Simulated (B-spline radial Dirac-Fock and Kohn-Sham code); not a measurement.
# Magnetic form factor of the 5d shell of Ta⁺

System: tantalum as Ta⁺, configuration 1s2 2s2 2p6 3s2 3p6 3d10 4s2 4p6 4d10 4f14 5s2 5p6 5d2 6s1 6p1 (an excited configuration).

The run's input, task.json:

```json
{"items": [{
  "Z": 73,
  "q": 1,
  "cfg": [[1, 0, 2], [2, 0, 2], [2, 1, 6], [3, 0, 2], [3, 1, 6], [3, 2, 10], [4, 0, 2], [4, 1, 6], [4, 2, 10], [4, 3, 14], [5, 0, 2], [5, 1, 6], [5, 2, 2], [6, 0, 1], [6, 1, 1]],
  "A": 181,
  "rrms": 5.3507,
  "do": ["scatter"],
  "s": [0.0, 0.05, 0.1, 0.15, 0.2, 0.25, 0.3, 0.35, 0.4, 0.45, 0.5, 0.6, 0.7, 0.8, 0.9, 1.0, 1.1, 1.2, 1.4, 1.6, 1.8, 2.0, 2.5, 3.0, 3.5, 4.0, 5.0, 6.0],
  "pz": [0, 0.1, 0.2, 0.3, 0.4, 0.5, 0.6, 0.8, 1.0, 1.2, 1.4, 1.6, 1.8, 2.0, 2.5, 3.0, 4.0, 5.0, 7.0, 10.0, 15.0, 20.0, 30.0, 40.0, 60.0, 100.0],
  "hv_scatter": [1000, 2000, 5000, 8047.8, 10000, 20000, 50000, 1000000]
}]}
```

Command: `python xray_run.py task.json out`

Method: relativistic Hartree-Fock (Dirac-Fock) wave functions, averaged over the configuration. Computed with an atomic code on a B-spline grid. ⟨j_K⟩ is the integral of the 5d radial density with the spherical Bessel function j_K(4πsr), s = sin θ/λ.

| s (Å⁻¹) | ⟨j0⟩ | ⟨j2⟩ | ⟨j4⟩ |
| --- | --- | --- | --- |
| 0 | 1.0000 | 0.0000 | 0.0000 |
| 0.05 | 0.9218 | 0.0307 | 0.0004 |
| 0.1 | 0.7236 | 0.1026 | 0.0056 |
| 0.15 | 0.4847 | 0.1742 | 0.0213 |
| 0.2 | 0.2734 | 0.2154 | 0.0463 |
| 0.25 | 0.1213 | 0.2200 | 0.0736 |
| 0.3 | 0.0289 | 0.1972 | 0.0958 |
| 0.35 | -0.0174 | 0.1602 | 0.1088 |
| 0.4 | -0.0335 | 0.1201 | 0.1122 |
| 0.45 | -0.0326 | 0.0833 | 0.1078 |
| 0.5 | -0.0239 | 0.0531 | 0.0979 |
| 0.6 | -0.0023 | 0.0141 | 0.0709 |
| 0.7 | 0.0122 | -0.0025 | 0.0444 |
| 0.8 | 0.0176 | -0.0060 | 0.0240 |
| 0.9 | 0.0169 | -0.0035 | 0.0104 |
| 1 | 0.0133 | 0.0006 | 0.0027 |
| 1.1 | 0.0090 | 0.0043 | -0.0008 |
| 1.2 | 0.0050 | 0.0067 | -0.0017 |
| 1.4 | 0.0002 | 0.0080 | 0.0002 |
| 1.6 | -0.0011 | 0.0064 | 0.0028 |

Radial moments of the shell: ⟨r²⟩ = 4.433, ⟨r⁴⟩ = 35.23, ⟨r⁶⟩ = 466.3 in powers of bohr.
